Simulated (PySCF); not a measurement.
## Stationary points of H₂NbN

These are results of PBE0 in PySCF with Nb def2-TZVP with ECP28, N def2-TZVP, H def2-TZVP; scalar-relativistic core potentials, no spin–orbit coupling; density-fitted integrals, not measurements.

Relaxations began from a few typed shapes. The search is not exhaustive: other isomers or separated fragments can lie lower, and high-lying points may rest on an excited occupation.

Question: Which is the lowest minimum found?
A. singlet Cs: Nb–H 1.778 Å (×2), Nb–N 1.646 Å; H–Nb–H 112.1°, H–Nb–N 100.0° (×2)
B. singlet C2v: Nb–H 1.842 Å (×2), Nb–N 1.641 Å; H–Nb–H 137.5°, H–Nb–N 111.3° (×2)

Answer: A. The others lie at 68.1 (singlet C2v, a saddle point) kJ/mol above it.
